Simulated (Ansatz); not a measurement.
The free Ti atom, lowest solution found in each spin (singlets restricted, other states unrestricted); no spin–orbit coupling, and no relativity up to Kr.

```
level                                energy of multiplicity 5 less that of multiplicity 3 (kcal/mol)  cost
-----------------------------------  ---------------------------------------------------------------  ----
B97M-V/def2-TZVPP                                                                              -5.67   ×10
B3LYP/def2-TZVPP                                                                                5.03    ×2
PBE0/def2-SVP                                                                                   8.74    ×1
PBE0/def2-TZVPP                                                                                -1.14    ×2
BHLYP/def2-TZVPP                                                                               13.43    ×2
CAM-B3LYP/def2-TZVPP                                                                            7.56    ×3
wB97X-V/def2-TZVPP                                                                              8.13    ×7
wB97M-V/def2-TZVPP                                                                              9.60    ×6
B2PLYP/def2-TZVPP                                                                              11.05    ×2
CCSD/def2-TZVPP                                                                                17.07     -
CCSD/def2-QZVPP                                                                                16.46     -
CCSD(T)/def2-TZVPP                                                                             18.13   ×10
CCSD(T)/def2-QZVPP                                                                             17.36   ×20
CCSD(T)/CBS(def2-TZVPP, def2-QZVPP)                                                            16.62   ×30
```

The rows run from -5.67 (B97M-V/def2-TZVPP) to 18.13 kcal/mol (CCSD(T)/def2-TZVPP). From def2-TZVPP to def2-QZVPP CCSD(T) changes by -0.76. The 8 functionals in def2-TZVPP without D3 or D4 span 19.10, from B97M-V to BHLYP.

Correlated levels freeze the inner cores; with def2 sets outer-core shells near the valence are correlated too. CBS(a, b) extrapolates the correlation energy as X⁻³ and adds the Hartree–Fock energy of set b.

Programs: Ansatz (Gaussian orbitals). 

Costs are rough ratios of core time to PBE0/def2-SVP (about 15 s over the structures, on one shared machine); a dash marks a level with no comparable run of its own.

Ansatz is an electronic-structure program.
